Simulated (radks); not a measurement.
Effect of the nuclear size on the ruthenium ion Ru+, [Kr] 4d7. All-electron calculation, Dirac Kohn-Sham, PBE, spin-unpolarised, spherical densities, finite nucleus; open shells are shared between the two j in proportion to 2j + 1; Fermi nuclear charge, rms radius 4.4809 fm. Program: a radial shooting solver on a logarithmic mesh with Libxc functionals. The rms radius is varied about that value; shifts are against it.

rms radius (fm)	total energy shift (eV)	density at nucleus (e/bohr^3)	1s1/2 shift (meV)	2s1/2 shift (meV)	4s1/2 shift (meV)	5s1/2 (empty) shift (meV)
3.7864	-0.558	1.123e+05	-235	-25.7	-0.830	-0.085
4.2434	-0.200	1.108e+05	-84.4	-9.21	-0.298	-0.031
4.4809	0	1.101e+05	0.000	0.000	0.000	0.000
4.6288	0.129	1.096e+05	54.6	5.96	0.193	0.020
4.9514	0.425	1.088e+05	179	19.5	0.632	0.065

Slopes of the eigenvalues against <r^2> in GHz/fm^2, as finite differences over the two radii next to the reference (eigenvalue slopes, not the field-shift constants of lines): 1s1/2 9830, 2s1/2 1070, 4s1/2 34.7, 5s1/2 (empty) 3.55.
